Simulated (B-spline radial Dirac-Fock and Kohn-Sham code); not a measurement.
# Atomic SCF run for V⁵⁺

ΔSCF core binding energies without Breit or QED terms, calculated with a radial B-spline solver.

Input (task.json):

```json
{"items": [{"Z": 23, "q": 5, "cfg": [[1, 0, 2], [2, 0, 2], [2, 1, 6], [3, 0, 2], [3, 1, 6]], "A": 51, "rrms": 3.6002, "do": "settings", "holes": ["K", "L3", "M5"],
  "settings": [{"rel": "dirac", "method": "b88,", "nuc": "fermi", "radius_factor": 1.0, "rmax": 45.0, "h": 0.3, "order": 8, "points": 10, "c_factor": 1.0, "maxit": 60, "damp": 0.5, "ndamp": 3, "tol": 1e-08}]}]}
```

Command: `python xray2_run.py task.json out`

Ground-state iterations:

```
iter   energy (Ha)        error
   1     -936.96357166  9.29e-01
   2     -941.66295802  2.78e-01
   3     -942.42607374  8.69e-02
   4     -942.50691403  2.81e-02
   5     -942.51389306  1.06e-02
   6     -942.51530734  5.01e-04
   7     -942.51530946  3.72e-05
   8     -942.51530947  1.06e-06
   9     -942.51530947  2.52e-08
```

The ground state converged in 9 iterations, with total energy -942.51531 Ha, virial ratio 1.98840 and highest orbital energy -115.73 eV. ΔSCF binding energies: K (1s) 5587.3 eV, L3 (2p3/2) 614.9 eV. Holes are computed only in closed shells, and unreliable hole states are left out.
